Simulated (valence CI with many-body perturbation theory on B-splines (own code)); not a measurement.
## E1 line list for Sm LVIII

Computed by relativistic CI+MBPT: three valence electrons over a frozen Dirac-Fock core [He], a basis of 11 s, 11 p, 9 d, 7 f, 5 g, 2 h, 1 i functions for each j, with the one-electron correlation potential Σ1, the two-electron term Σ2, the three-electron term Σ3, Breit, model QED; selected CI, second order for the rest (own B-spline code, finite nucleus).

No measured spectrum was set against this ion. As an estimate, large intervals hold to a few tenths of a per cent, small ones and those within an open d or f shell to about a per cent.

Lines 1 to 50 of 276 in falling wavelength, among levels below 8483.0 eV, chosen from the strongest by gf and those to the six lowest levels. Wavelengths and rates use the calculated energies. Electric multipoles are in the length gauge, E1 and E2 with the static RPA response of the core. Weak lines are less certain than strong ones. Lines between different terms over intervals too small for the method are left out, as are lines whose strength nearly cancels. The highest levels of a list are the least certain.

Levels are named by their leading jj configuration (3d3/2^4 stands for four electrons in 3d with j = 3/2), which in mixed levels can hold well under half, so a name can repeat and another be missing. Letters in brackets count levels of one name in rising energy.

```csv
λ vac (nm),Upper,Lower,A (s⁻¹),log gf,Branch %
12.66,(2s 2p3/2 3d5/2) J=9/2,(2s 2p3/2 3p3/2) J=7/2,1.12e+10,-0.57,26.3
12.59,(2s 2p3/2 3d5/2) J=7/2 [a],(2s 2p3/2 3p3/2) J=5/2 [a],8.14e+09,-0.81,0.0
12.58,(2p1/2 2p3/2 3d5/2) J=9/2,(2p1/2 2p3/2 3p3/2) J=7/2,1.31e+10,-0.51,0.3
12.48,(2p1/2 2p3/2 3d5/2) J=7/2 [a],(2p1/2 2p3/2 3p3/2) J=5/2 [a],1.21e+10,-0.65,0.0
12.47,(2p1/2 2p3/2 3d5/2) J=7/2 [b],(2p1/2 2p3/2 3p3/2) J=5/2 [b],1.10e+10,-0.69,0.0
12.46,(2s 2p3/2 3d5/2) J=7/2 [b],(2s 2p3/2 3p3/2) J=5/2 [b],9.60e+09,-0.75,0.0
12.45,(2s 2p1/2 3d5/2) J=7/2,(2s 2p1/2 3p3/2) J=5/2,1.23e+10,-0.64,0.0
12.26,(2p1/2^2 3d5/2) J=5/2,(2p1/2^2 3p3/2) J=3/2,1.40e+10,-0.72,0.0
12.16,(2s^2 3d5/2) J=5/2,(2s^2 3p3/2) J=3/2,1.07e+10,-0.85,0.0
12.07,(2s 2p1/2 3d5/2) J=5/2 [a],(2s 2p1/2 3p3/2) J=3/2 [a],1.25e+10,-0.78,0.0
11.51,(2s 2p1/2 3d5/2) J=5/2 [b],(2s 2p1/2 3p3/2) J=3/2 [b],1.30e+10,-0.81,0.0
8.776,(2s 2p1/2 2p3/2) J=3/2 [a],(2s^2 2p3/2) J=3/2,6.17e+08,-2.55,3.8
6.995,(2s 2p1/2 2p3/2) J=5/2,(2s^2 2p3/2) J=3/2,5.73e+09,-1.60,99.9
6.126,(2s 2p1/2^2) J=1/2,(2s^2 2p1/2) J=1/2,1.47e+10,-1.78,100.0
5.980,(2p1/2^2 3p3/2) J=3/2,(2s 2p1/2 3p3/2) J=1/2,7.38e+10,-0.80,0.0
5.780,(2p1/2^2 2p3/2) J=3/2,(2s 2p1/2 2p3/2) J=1/2,1.04e+10,-1.68,0.6
5.595,(2p1/2 2p3/2 3d3/2) J=5/2 [b],(2p1/2 2p3/2 3p1/2) J=3/2 [b],5.95e+10,-0.78,0.0
5.465,(2p1/2 2p3/2 3d3/2) J=3/2 [b],(2p1/2 2p3/2 3p1/2) J=3/2 [b],8.49e+10,-0.82,0.0
5.276,(2s 2p1/2 2p3/2) J=1/2,(2s^2 2p3/2) J=3/2,1.21e+10,-2.00,0.5
5.245,(2s 2p1/2 2p3/2) J=3/2 [b],(2s^2 2p3/2) J=3/2,8.53e+09,-1.85,0.4
5.223,(2s 2p3/2 3d3/2) J=5/2 [a],(2s 2p3/2 3p1/2) J=5/2,8.60e+10,-0.68,0.0
5.171,(2s 2p3/2 3d3/2) J=5/2 [a],(2s 2p3/2 3p1/2) J=3/2 [a],6.13e+10,-0.83,0.0
5.137,(2s 2p3/2 3d3/2) J=7/2,(2s 2p3/2 3p1/2) J=5/2,1.29e+11,-0.39,0.0
5.118,(2s 2p3/2 3d3/2) J=5/2 [b],(2s 2p3/2 3p1/2) J=3/2 [b],1.47e+11,-0.46,0.0
5.107,(2s 2p1/2 3d3/2) J=3/2 [a],(2s 2p1/2 3p1/2) J=1/2 [a],1.35e+11,-0.68,0.1
5.096,(2p1/2 2p3/2 3d3/2) J=5/2 [a],(2p1/2 2p3/2 3p1/2) J=3/2 [a],1.01e+11,-0.63,0.1
5.085,(2s 2p3/2 3d3/2) J=3/2 [a],(2s 2p3/2 3p1/2) J=3/2 [a],9.80e+10,-0.82,0.0
5.068,(2s 2p1/2 3d3/2) J=5/2,(2s 2p1/2 3p1/2) J=3/2,1.31e+11,-0.52,0.1
5.064,(2s^2 3d3/2) J=3/2,(2s^2 3p1/2) J=1/2,1.43e+11,-0.66,0.0
5.050,(2s 2p1/2 3p3/2) J=3/2 [b],(2s 2p1/2 3s) J=1/2 [b],1.21e+11,-0.73,0.1
5.043,(2p1/2 2p3/2 3d3/2) J=7/2,(2p1/2 2p3/2 3p1/2) J=5/2,1.16e+11,-0.45,1.2
5.035,(2s 2p3/2 3p3/2) J=3/2 [a],(2s 2p3/2 3s) J=3/2 [a],1.77e+11,-0.57,0.1
4.998,(2p1/2^2 3d3/2) J=3/2,(2p1/2^2 3p1/2) J=1/2,1.12e+11,-0.77,0.1
4.950,(2s 2p3/2 3p3/2) J=5/2 [b],(2s 2p3/2 3s) J=3/2 [b],2.35e+11,-0.29,0.2
4.942,(2p1/2 2p3/2 3p3/2) J=5/2 [a],(2p1/2 2p3/2 3s) J=3/2 [a],2.04e+11,-0.35,0.1
4.897,(2s 2p3/2 3p3/2) J=7/2,(2s 2p3/2 3s) J=5/2,2.44e+11,-0.15,18.2
4.881,(2p1/2 2p3/2 3p3/2) J=7/2,(2p1/2 2p3/2 3s) J=5/2,1.71e+11,-0.31,0.1
4.824,(2s 2p1/2 3p3/2) J=1/2,(2s 2p1/2 3s) J=1/2 [b],2.22e+11,-0.81,0.1
4.794,(2p1/2 2p3/2 3p3/2) J=3/2 [b],(2p1/2 2p3/2 3s) J=3/2 [b],1.24e+11,-0.77,0.1
4.765,(2s 2p3/2 3p3/2) J=5/2 [a],(2s 2p3/2 3s) J=3/2 [a],1.21e+11,-0.61,0.1
4.722,(2s 2p1/2 3p3/2) J=3/2 [a],(2s 2p1/2 3s) J=1/2 [a],2.54e+11,-0.47,0.3
4.682,(2s^2 3p3/2) J=3/2,(2s^2 3s) J=1/2,2.82e+11,-0.43,2.9
4.681,(2s 2p3/2 3p3/2) J=3/2 [b],(2s 2p3/2 3s) J=3/2 [b],1.22e+11,-0.79,0.1
4.676,(2s 2p3/2 3p3/2) J=1/2 [a],(2s 2p3/2 3s) J=3/2 [a],2.62e+11,-0.76,0.1
4.638,(2s 2p1/2 3p3/2) J=5/2,(2s 2p1/2 3s) J=3/2,2.53e+11,-0.31,1.3
4.612,(2p1/2 2p3/2 3p3/2) J=5/2 [b],(2p1/2 2p3/2 3s) J=3/2 [b],9.08e+10,-0.76,0.0
4.600,(2s 2p3/2 3p3/2) J=3/2 [b],(2s 2p3/2 3s) J=1/2,1.77e+11,-0.65,0.1
4.590,(2s 2p1/2 3p3/2) J=3/2 [b],(2s 2p1/2 3s) J=3/2,1.42e+11,-0.75,0.1
4.581,(2p1/2^2 3p3/2) J=3/2,(2p1/2^2 3s) J=1/2,1.77e+11,-0.65,0.1
4.554,(2p1/2^2 2p3/2) J=3/2,(2s 2p1/2 2p3/2) J=5/2,5.54e+10,-1.16,3.2
```

**Question.** How does gf follow from A for the line at 5.223 nm?

**Answer.** gf = 1.4992 × (2J+1)_upper × A / σ², with σ = 1914548 cm⁻¹ and 2J+1 = 6: gf = 0.211.
